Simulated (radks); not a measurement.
Question: Species: the gadolinium ion Gd+. Configuration: [Kr] 4d10 4f8 5s2 5p5 6s2 (not the ground configuration). Method: scalar-relativistic Kohn-Sham, PBEsol, spin-polarised, spherical densities, finite nucleus; open shells are filled with parallel spins first (spin-orbit coupling, left out, can overturn this in heavy ions); Fermi nuclear charge, rms radius 5.1569 fm; computed with a radial shooting solver on a logarithmic mesh with Libxc functionals. Some entries of the table are withheld. Estimate them.

| orbital | occ. | eigenvalue (hartree) | <r^2> (bohr^2) |
|---|---|---|---|
| 1s up | 1 | -1840.372 | 0.0006553 |
| 1s down | 1 | -1840.370 | 0.0006553 |
| 2s up | 1 | -304.0098 | 0.01028 |
| 2s down | 1 | -304.0064 | 0.01028 |
| 2p up | 3 | -270.6236 | 0.008284 |
| 2p down | 3 | -270.6200 | 0.008283 |
| 3s up | 1 | -67.49480 | 0.06834 |
| 3s down | 1 | -67.41372 | 0.06824 |
| 3p up | 3 | -57.14869 | 0.06851 |
| 3p down | 3 | -57.06780 | 0.06839 |
| 3d up | 5 | -43.46778 | 0.05755 |
| 3d down | 5 | -43.40501 | 0.05741 |
| 4s up | 1 | -13.76730 | 0.3464 |
| 4s down | 1 | -13.58144 | 0.3463 |
| 4p up | 3 | -10.36253 | 0.3917 |
| 4p down | 3 | -10.17753 | 0.3917 |
| 4d up | 5 | -5.65274 | 0.4744 |
| 4d down | 5 | -5.46805 | 0.4750 |
| 5s up | 1 | -2.15236 | 1.997 |
| 5s down | 1 | -2.02105 | 2.056 |
| 5p up | 3 | -1.32584 | 2.728 |
| 5p down | 2 | -1.21920 | 2.865 |
| 4f up | 7 | (1) | (2) |
| 4f down | 1 | (3) | (4) |
| 6s up | 1 | -0.38097 | (5) |
| 6s down | 1 | -0.36623 | (6) |

Answer: 
(1) 4f up eigenvalue (hartree): -0.58136
(2) 4f up <r^2> (bohr^2): 1.045
(3) 4f down eigenvalue (hartree): -0.41069
(4) 4f down <r^2> (bohr^2): 1.207
(5) 6s up <r^2> (bohr^2): 13.83
(6) 6s down <r^2> (bohr^2): 14.63
